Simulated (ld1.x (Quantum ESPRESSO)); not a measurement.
**What one change does to a pseudopotential (palladium (Pd), TM)**

palladium (Pd), norm-conserving Troullier–Martins (Kleinman–Bylander form), made with ld1.x (Quantum ESPRESSO) 7.5 (LDA (PZ), fully relativistic). Core [Kr], reference 4d10 5s0 5p0. Waves: 5s (bound, empty): rc 1.90 bohr; 5p (bound, empty): rc 3.55 bohr; 4d (bound): rc 2.00 bohr. Local part: all-electron potential smoothed inside 2.95 bohr (lloc = -1). Core correction: Bessel-smoothed model core, default radius (core density twice the valence density).

Open shells are filled in proportion to 2j + 1 (rel_dist='average').

All-electron outer shells of the reference configuration (LDA (PZ), scalar-relativistic, ld1.x):

| shell | level (eV) | outermost node (bohr) | outermost maximum (bohr) |
| --- | --- | --- | --- |
| 4s | -85.44 | 0.45 | 0.85 |
| 4p | -51.36 | 0.46 | 0.91 |
| 4d | -4.31 | 0.45 | 1.10 |
| 5s | -3.62 | 1.15 | 2.64 |
| 5p | -0.36 | 1.31 | 4.09 |

Change: local potential the s channel.

Cutoffs: the cutoffs (Ry, on a coarse ladder) from which the occupation-weighted sum of valence levels, in a spherical-Bessel basis at the reference potential, stays within 10 and 1 mRy of its value at 400 Ry; they do not see the model core or the augmentation charge, which bear on the density cutoff. Errors are all-electron minus pseudo energies relative to the spin-unpolarised reference configuration.

How do hardness, ghosts and transferability respond?

The potential gets neither clearly harder nor softer (50 Ry and 80 Ry → 50 Ry and 80 Ry); of the 7 tests that both files solve, the error grows in 3 and shrinks in 0 by more than 15 % and 0.3 meV (median size 60.9 → 72.4 meV); neither file shows a bound ghost.

```tsv
quantity	base	changed
cutoff, loose	50 Ry	50 Ry
cutoff, tight	80 Ry	80 Ry
bound ghosts	none	none
error for 4d9 5s0 5p0, meV [ΔE 9.39 eV]	-52	-58
error for 4d8 5s0 5p0, meV [ΔE 30.47 eV]	-323	-368
error for 4d7 5s0 5p0, meV [ΔE 65.07 eV]	-982	-1123
error for 4d6 5s0 5p0, meV [ΔE 114.61 eV]	-2147	-2449
error for 4d9 5s0 5p1, meV [ΔE 5.32 eV]	-61	-72
error for 4d9 5s1 5p0, meV [ΔE 1.44 eV]	-57	-67
error for 4d9.5 5s0 5p0, meV [ΔE 3.37 eV]	-9.5	-11
s: phases at 3.87 bohr within 0.05 rad from the reference energy up to (Ry; the scan ends near 5)	1.0	1.0
p1/2: phases at 3.87 bohr within 0.05 rad from the reference energy up to (Ry; the scan ends near 5)	1.4	1.9
p3/2: phases at 3.87 bohr within 0.05 rad from the reference energy up to (Ry; the scan ends near 5)	1.4	1.8
d3/2: phases at 3.87 bohr within 0.05 rad from the reference energy up to (Ry; the scan ends near 5)	0.6	0.6
d5/2: phases at 3.87 bohr within 0.05 rad from the reference energy up to (Ry; the scan ends near 5)	0.6	0.6
```
